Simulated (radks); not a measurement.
Q: All-electron atom: the cadmium ion Cd+ in [Ar] 3d10 4s2 4p5.75 4d10 5s1 6s0.25 (fractional occupations, a model configuration). Calculated with a radial shooting solver on a logarithmic mesh with Libxc functionals: Dirac Kohn-Sham, PW91, spin-unpolarised, spherical densities, point nucleus; open shells fill j = l - 1/2 first. Some entries of the table are withheld. Estimate them.

| orbital | occ. | eigenvalue (eV) | r(max) (bohr) |
|---|---|---|---|
| 1s1/2 | 2 | (1) | 0.01967 |
| 2s1/2 | 2 | -3947.238 | 0.1113 |
| 2p1/2 | 2 | (2) | (3) |
| 2p3/2 | 4 | (4) | (5) |
| 3s1/2 | 2 | -745.4586 | (6) |
| 3p1/2 | 2 | -636.6588 | 0.3104 |
| 3p3/2 | 4 | -602.2709 | 0.3204 |
| 3d3/2 | 4 | -409.6277 | 0.2641 |
| 3d5/2 | 6 | -402.6399 | 0.2670 |
| 4s1/2 | 2 | -117.6326 | (7) |
| 4p1/2 | 2 | -82.6961 | 0.8280 |
| 4p3/2 | 3.75 | -76.8307 | 0.8528 |
| 4d3/2 | 4 | -23.4981 | 0.9705 |
| 4d5/2 | 6 | -22.7740 | 0.9811 |
| 5s1/2 | 1 | -14.4824 | 2.192 |
| 6s1/2 | 0.25 | -4.2413 | 6.210 |

A: 
(1) 1s1/2 eigenvalue (eV): -26525.39
(2) 2p1/2 eigenvalue (eV): -3675.816
(3) 2p1/2 r(max) (bohr): 0.08595
(4) 2p3/2 eigenvalue (eV): -3483.256
(5) 2p3/2 r(max) (bohr): 0.09030
(6) 3s1/2 r(max) (bohr): 0.3240
(7) 4s1/2 r(max) (bohr): 0.7951
